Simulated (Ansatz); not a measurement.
Total energies of Cd7CuTe7Br2 from Ansatz at HF/def2-SVP, gas phase (1 Eh = 27.2114 eV = 2625.5 kJ/mol). The reference geometry is relaxed at PBE-D4/def2-SVP.

```csv
atom,x (Å),y (Å),z (Å)
Te1,0.295,-0.711,-1.862
Te2,2.449,1.918,1.893
Te3,-1.013,-4.674,-0.953
Te4,-0.907,-2.071,2.671
Te5,-0.527,3.621,-2.154
Te6,-2.034,2.356,1.864
Te7,-4.111,-0.252,-0.428
Cd8,1.444,1.771,-2.680
Cd9,-2.505,-2.461,-0.521
Cd10,0.367,3.131,0.459
Cd11,2.512,-0.003,-0.169
Cu12,-2.264,-0.242,1.434
Cd13,0.139,0.501,2.540
Cd14,0.639,-2.979,0.468
Cd15,-1.744,1.193,-1.048
Br16,3.990,1.357,-2.164
Br17,3.269,-2.454,0.649
```

```csv
state,geometry,energy (Eh)
charge 0 doublet,reference,-9820.41256
charge 1 triplet,reference,-9820.19935
charge -1 singlet,reference,-9820.54908
free Te atom (triplet),–,-266.99681
free Cd atom (singlet),–,-166.84661
free Cu atom (doublet),–,-1638.68858
free Br atom (doublet),–,-2572.08220
```

In the def2 sets Cd, Te take a core potential; there is no spin–orbit coupling. Single mean-field runs in def2-SVP are fitted with def2-universal-jkfit.

Task: Work out the vertical ionisation energy to the triplet.

Result: E(charge 1 triplet) − E(charge 0 doublet) = -9820.19935 − (-9820.41256) = 0.21321 Eh = 5.80 eV. For comparison, −ε of the highest occupied level of the spin that leaves is 7.41 eV at this level, 1.61 eV more.

Task: Work out the vertical electron affinity, to the singlet.

Result: E(charge 0 doublet) − E(charge -1 singlet) = -9820.41256 − (-9820.54908) = 0.13652 Eh = 3.71 eV. The basis lacks diffuse functions, which makes affinities too small.

Task: Give the fundamental gap IE − EA, the Mulliken electronegativity (IE + EA)/2 and the hardness (IE − EA)/2.

Result: From the values in Eh: IE − EA = 0.21321 − 0.13652 = 0.07669 Eh = 2.09 eV; (IE + EA)/2 = 4.76 eV; (IE − EA)/2 = 1.04 eV.

Task: What is the binding energy per atom against free atoms?

Result: Atoms: 7 × (-266.99681) + 7 × (-166.84661) + 1 × (-1638.68858) + 2 × (-2572.08220) = -9819.75692 Eh. Binding: -9819.75692 − (-9820.41256) = 0.65564 Eh = 17.84 eV, or 1.05 eV for each of 17 atoms (no zero-point energy, no counterpoise term).
